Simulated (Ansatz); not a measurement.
# Which is lower?

Two relaxed structures of CH$_{3}$SSe (charge -1), singlet (PBE0-D4/def2-TZVPD; forces vanish, vibrations not checked).

A:

C1  (-0.421, 0.434, -0.239)
S2  (1.763, -1.785, 0.465)
Se3  (0.326, -0.405, 1.363)
H4  (-1.173, 1.166, 0.068)
H5  (0.381, 0.925, -0.792)
H6  (-0.876, -0.335, -0.866)
(Å)

B:

C1  (-0.823, 0.377, 0.217)
S2  (0.419, -0.099, 1.258)
Se3  (2.023, -1.546, 0.617)
H4  (-0.503, 1.253, -0.346)
H5  (-0.242, -0.962, 2.050)
H6  (-1.241, -0.412, -0.410)
(Å)

Ansatz 0.2.0; basis: def2-TZVPPD; cores frozen in the correlated methods. Filled d shells of the heavier atoms are correlated. The def2 sets are not built for correlating such inner shells, so the correlated values are less sure here. B3LYP uses VWN-RPA correlation.

(1) Which structure is lower at CCSD(T), and by how much? (Judge from chemistry; the value comes from the calculation.)

The T1 diagnostic stays at or below 0.016.

Answers

(1) By the calculation: A, by 182.4 kJ/mol (electronic energy, against the other). By their contacts, A is CH₃SSe ([CH3][Se][S]), total charge -1 and B is CH₃SSe ([CH2][SH][Se]), total charge -1.

All methods give the same order:

| method | E(B) − E(A) (kJ/mol) |
| --- | --- |
| PBE-D4 | 151.7 |
| r2SCAN-D4 | 157.1 |
| PBE0-D4 | 165.0 |
| B3LYP-D4 | 165.2 |
| wB97M-V | 176.8 |
| HF | 200.6 |
| MP2 | 180.7 |
| CCSD | 188.4 |
| CCSD(T) | 182.4 |

Labels in which every atom is bracketed show which atoms are joined, not bond orders.

For scale, one of the runs: CCSD(T)/def2-TZVPPD, 196 basis functions, launched by `ansatz run in.yaml --threads 2 --pin off --events-out ev --progress --plain --max-ram 4352MiB`. Hardware: 2 CPU threads of an Arm Neoverse V1, shared host. Wall time 97 s; peak host memory 2.2 GiB.
